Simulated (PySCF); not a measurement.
Static response to an electric field

Compound: BrH3Si.
Geometry (PBE0-D3(BJ)/def2-SVP, Å), atoms numbered from 1 in this order:
```xyz
5
BrH3Si angstrom
Si    -0.141   -0.014   -0.018
Br     2.084   -0.104   -0.032
H     -0.565    1.379   -0.331
H     -0.625   -0.410    1.333
H     -0.661   -0.955   -1.048
```

Level: B3LYP/def2-SVPD (PySCF), static field, nuclei fixed, core orbitals frozen in the response. The polarisability tensor in these axes (au):

```
x   61.52 -0.66 -0.10
y   -0.66 45.48  0.00
z   -0.10  0.00 45.45
```

**Question.** Diagonalise the tensor; give its mean and Δα, where Δα² is half the sum of the squared differences of the eigenvalues.

**Answer.** Principal values 45.45, 45.46 and 61.55 au; mean 50.82 au = 7.53 Å³ = 8.38 × 10⁻⁴⁰ C²·m²/J; Δα = 16.10 au (32 % of the mean).

**Question.** What is the dipole moment, and where does it point?

**Answer.** (-1.33, 0.06, 0.01) D, 1.33 D in size, pointing from the negative to the positive side. Measured along this direction, the outermost atoms are Br2 at the negative end and H3, H4 and H5 at the positive end.

**Question.** Form Σ f/ω² (atomic units) for the 10 lowest TDDFT singlets, given as eV and f, and set it beside the mean polarisability, which is this sum over all singlets: 6.34, 0.0181; 6.34, 0.0181; 7.39, 0.0020; 7.39, 0.0020; 7.79, 0.0000; 7.93, 0.0019; 7.93, 0.0020; 8.03, 0.0106; 8.47, 0.0062; 8.47, 0.0060.

**Answer.** They add up to 1.02 au, 2.0 % of the 50.82 au; the largest single term is 0.33 au, from the state at 6.34 eV. Terms in order: 0.33, 0.33, 0.03, 0.03, 0.00, 0.02, 0.02, 0.12, 0.06, 0.06 au. Higher excitations give the rest. The strengths listed sum to 0.067.

**Question.** What depolarisation ratio follows for Rayleigh scattering of linearly polarised light, taking the static tensor?

**Answer.** ρ = 3Δα²/(45ᾱ² + 4Δα²) = 777.2/(116222 + 1036.3) = 0.00663.

**Question.** Refractivity n − 1 of an ideal gas of it at 400 K and 1 atm, from the electronic α?

**Answer.** N = p/kT = 1.8347 × 10¹⁹ cm⁻³, so n − 1 = 2π × N × 7.53 × 10⁻²⁴ cm³ = 868 × 10⁻⁶ at long wavelengths.

**Question.** Find the Langevin capture rate constant for O2+ (31.990 u) meeting this molecule (109.919 u), k = 2.342 × 10⁻⁹ cm³/s × √(α in Å³ / reduced mass in u).

**Answer.** The reduced mass is 24.78 u, so k = 1.29 × 10⁻⁹ cm³/s. The formula leaves out the permanent dipole, which adds to the capture rate.

Geometry: PBE0-D3(BJ)/def2-SVP; no solvent, vibrations or thermal averaging. The calculation is non-relativistic, for bromine too.
